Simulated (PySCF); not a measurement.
SMILES Cl[Si](Cl)(Cl)[SeH], singlet, PBE0/def2-SVP optimised geometry.

```
6

Cl     1.12     1.70    -1.65
Si     0.22     0.88     0.00
Cl     1.12     1.70     1.65
Cl    -1.77     1.37     0.00
Se     0.30    -1.37     0.00
H      1.77    -1.37     0.00
```

Density from PBE0/def2-TZVP in PySCF at that geometry.

Minimum of the electron density along straight lines between bonded atoms, close to the bond critical point (lines longer than 1.1 times the sum of covalent radii, or with two minima, are not listed):

| bond | length / Å | ρ at the minimum / e bohr⁻³ | ∇²ρ there / e bohr⁻⁵ | position (fraction from the first atom) |
|---|---|---|---|---|
| Cl1–Si2 | 2.049 | 0.103 | 0.21 | 0.64 |
| Si2–Cl3 | 2.049 | 0.103 | 0.21 | 0.36 |
| Si2–Cl4 | 2.046 | 0.104 | 0.21 | 0.36 |
| Si2–Se5 | 2.253 | 0.100 | -0.04 | 0.35 |
| Se5–H6 | 1.473 | 0.174 | -0.32 | 0.63 |
